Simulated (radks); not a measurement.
Results of a calculation; reference values are marked as such.
Question: The mean radii <r> (bohr) of the occupied orbitals of an atom or ion are listed with their occupations. Code: a radial shooting solver on a logarithmic mesh with Libxc functionals. Model: scalar-relativistic Kohn-Sham, LDA (Slater exchange, VWN5 correlation), spin-polarised, spherical densities, finite nucleus; Fermi nuclear charge, rms radius of each element as measured or else 0.836 A^(1/3) + 0.57 fm.

orbital  occ.      <r>
1s down     1  0.01900
1s up       1  0.01900
2s down     1  0.08043
2s up       1  0.08043
2p down     3  0.07174
2p up       3  0.07174
3s up       1   0.2089
3s down     1   0.2089
3p up       3   0.2087
3p down     3   0.2087
3d up       5   0.1890
3d down     5   0.1890
4s up       1   0.4686
4s down     1   0.4686
4p up       3   0.4980
4p down     3   0.4980
4d up       5   0.5355
4d down     5   0.5355
5s up       1    1.128
5s down     1    1.128
5p up       3    1.320
5p down     3    1.320
4f up       7   0.6726
4f down     7   0.6726
6s up       1    2.894
6s down     1    2.877
5f up       2    9.618

Name the element and its charge. Open shells, if any, are filled with parallel spins first.

Answer: Z = 72, hafnium, charge 0: Hf in [Xe] 4f14 6s2 5f2. The 1s radius gives Z: for a bare nucleus <r> = (2 gamma + 1)/(2Z) with gamma = sqrt(1 - (Z/c)^2), 0.01876 bohr for Z = 72, and screening makes it slightly larger (0.01900 here). The occupations add up to 72, and the charge is Z minus that.
